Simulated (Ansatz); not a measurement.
Stepwise reaction of `[OH][Al]([OH])[Br]` with hydrogen fluoride, as a gas-phase model of exchange steps in deposition or etching. ΔE in kJ/mol; ΔG adds harmonic PBE0-D4 terms to CCSD(T)/CBS, at 1 bar.

Calculated with Ansatz (gas phase, PBE0-D4/def2-TZVP geometries, no zero-point term in ΔE). CCSD(T)/CBS is the MP2 limit (def2-TZVPP, def2-QZVPP) plus CCSD(T) − MP2 in def2-TZVPP, frozen cores. This one scheme is used for every species. Functionals use def2-TZVPP. B3LYP here is the variant with VWN-RPA as its local correlation; programs differ in this. For Br outer-core shells are correlated without core-valence functions, which leaves a few kJ/mol of doubt a bond. Scalar relativity is left out up to krypton. Each species was taken in one conformer, which may not be the lowest.

```csv
step,reaction,PBE-D4,B3LYP-D4,ωB97M-V,CCSD(T)/CBS,ΔG(400 K)
1,`[OH][Al]([OH])[Br]` + H–F → `[OH][Al]([F])[Br]` + H₂O,-42.4,-44.3,-43.8,-44.9,-48.2
2,`[OH][Al]([F])[Br]` + H–F → `[F][Al]([F])[Br]` + H₂O,-39.3,-41.0,-40.6,-41.9,-40.9
```

Q: By hand: ΔE of the 2 steps together at CCSD(T)/CBS.

A: (-44.9) + (-41.9) = -86.8 kJ/mol, or -43.4 kJ/mol a step.

In ΔE the steps differ by no more than 3.0 kJ/mol. All are downhill at CCSD(T)/CBS. ΔG lies between -48.2 and -40.9 kJ/mol a step. PBE-D4 differs from CCSD(T)/CBS by 2.5 to 2.6 kJ/mol a step. Isolated molecules leave out the surface, adducts and barriers. Largest T1 diagnostic: 0.010.
